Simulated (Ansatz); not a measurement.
Two isomers of CH9NSiSn: A = `N[CH]([SiH3])[SnH3]`, B = `C[NH][SnH2][SiH3]`.

Calculated with Ansatz (gas phase, PBE0-D4/def2-TZVP geometries, no zero-point term in ΔE). CBS: MP2 limit from def2 TZ/QZ plus the TZ coupled-cluster correction, frozen cores. Functionals use def2-TZVPP. B3LYP here is the variant with VWN-RPA as its local correlation; programs differ in this. Elements past krypton have def2 core potentials. For Sn outer-core shells are correlated without core-valence functions, which leaves a few kJ/mol of doubt a bond. One conformer a species, not always the lowest.

Task: Which is lower in electronic energy at CCSD(T)/CBS, and by how much? (Best estimate.)

Result: The calculation gave: B, by 12.5 kcal/mol.

Task: Give E(B) − E(A) in kcal/mol with ωB97M-V, B3LYP, PBE0-D4, B2PLYP, B3LYP-D4, PBE-D4, CCSD/def2-TZVPP. (Estimate.)

Result: Ansatz gave: ωB97M-V -10.9, B3LYP -13.9, PBE0-D4 -12.7, B2PLYP -13.1, B3LYP-D4 -12.8, PBE-D4 -12.8, CCSD/def2-TZVPP -11.8. None reverses the order clearly.

Largest T1 diagnostic: 0.013.

The D4 term adds +1.1 kcal/mol with B3LYP and +0.5 kcal/mol with PBE0; it sums over pairs of atoms, weighted by their polarisabilities, and B3LYP, whose exchange is more repulsive, gets the larger term. In def2-TZVPP, CCSD(T) changes the Hartree–Fock value by +2.7 kcal/mol (the triples alone add +0.3 kcal/mol) and MP2 by +3.1 kcal/mol.
